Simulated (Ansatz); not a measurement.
Input file for Ansatz (an electronic-structure program): R-PBE/def2-TZVPPD on H2 (SMILES [H][H]) with ghost functions. Files ending in .json are basis or fitting sets from the Basis Set Exchange.

Ansatz 0.2 input:
```yaml
crystal:
  periodic: [false, false, false]
  atoms:
    - {symbol: H, position_ang: [0.21867402, 0.27827770, 2.58431032]}
    - {symbol: H, position_ang: [0.30903053, -0.04794643, 3.24780149]}
basis:
  gaussian:
    orbitals: def2-TZVPPD.json
    ghost_atoms:
      - {symbol: C, position_ang: [-0.44483365, -0.67094045, -0.35147418]}
      - {symbol: F, position_ang: [-0.20248953, 0.62266990, 0.09831044]}
      - {symbol: H, position_ang: [0.10371682, -0.82652412, -1.28111512]}
      - {symbol: H, position_ang: [-0.10544192, -1.37532102, 0.40875581]}
      - {symbol: H, position_ang: [-1.51571776, -0.78801950, -0.52142529]}
hamiltonian:
  xc: {name: PBE}
scf: {lower_state_search: off}
```

Question: What total energy does the run end on?

Answer: -1.1661 hartree.
